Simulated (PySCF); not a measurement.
AsH5O3Si. Atoms are numbered in the order given.

```xyz
10

O     -1.1412    -0.0198     1.8272
Si    -0.8423     0.1004     0.1962
O     -1.2377     1.5709    -0.4449
O     -1.8193    -1.0548    -0.4732
As     1.4165    -0.1687    -0.4011
H     -0.5393     0.4512     2.4105
H     -2.1808     1.7367    -0.5512
H     -2.1240    -1.7296     0.1412
H      1.6310    -1.2247     0.6804
H      1.8454     0.9587     0.5351
```
Charge 0, spin multiplicity 1.

Coordinates come from a PBE0-D3(BJ)/def2-SVP optimisation. This is a generated structure with no PubChem entry under its InChIKey; it may be hypothetical. The values are those of a single conformer.

Method: KT2/pcSseg-1 (PySCF).

GIAO shieldings, no solvent; atoms listed in one row are averaged. δ = σ(ref) − σ: ¹⁷O against H2O (σ = 330.4 ppm); ²⁹Si against TMS (σ = 361.9 ppm); ⁷⁵As against AsH3 (σ = 1919.7 ppm); ¹H against TMS (σ = 31.47 ppm), references at their B3LYP-D3(BJ)/def2-TZVP geometries, non-relativistic.

Computed chemical shifts:
```json
[
 {"nucleus": "¹⁷O", "atoms": "O1", "count": "1", "δ (ppm)": "111.0"},
 {"nucleus": "¹⁷O", "atoms": "O3", "count": "1", "δ (ppm)": "84.1"},
 {"nucleus": "¹⁷O", "atoms": "O4", "count": "1", "δ (ppm)": "69.3"},
 {"nucleus": "²⁹Si", "atoms": "Si2", "count": "1", "δ (ppm)": "-12.7"},
 {"nucleus": "⁷⁵As", "atoms": "As5", "count": "1", "δ (ppm)": "-28.0"},
 {"nucleus": "¹H", "atoms": "H7", "count": "1", "δ (ppm)": "2.41"},
 {"nucleus": "¹H", "atoms": "H6", "count": "1", "δ (ppm)": "2.17"},
 {"nucleus": "¹H", "atoms": "H8", "count": "1", "δ (ppm)": "2.11"},
 {"nucleus": "¹H", "atoms": "H10", "count": "1", "δ (ppm)": "2.02"},
 {"nucleus": "¹H", "atoms": "H9", "count": "1", "δ (ppm)": "1.80"}
]
```
